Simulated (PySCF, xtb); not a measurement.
C3H9In, SMILES [CH2](C)[InH][CH3].

GFN2-xTB (xtb) at its own geometry gives an orbital gap of 3.63 eV and a dipole moment of 1.48 D.

Geometry optimised at r2SCAN-D4/def2-SVP. The structure was generated by enumeration; whether it is a known compound was not checked. The def2 effective core potentials stand for the cores of In; spin–orbit coupling is left out. Other conformers were not sampled.

Question: What does M06-2X/def2-TZVP run with PySCF give? (An estimate is asked for; the answer gives what the named calculation found.)

Answer: gap 7.03 eV (levels -7.86 and -0.83 eV), dipole 0.64 D.
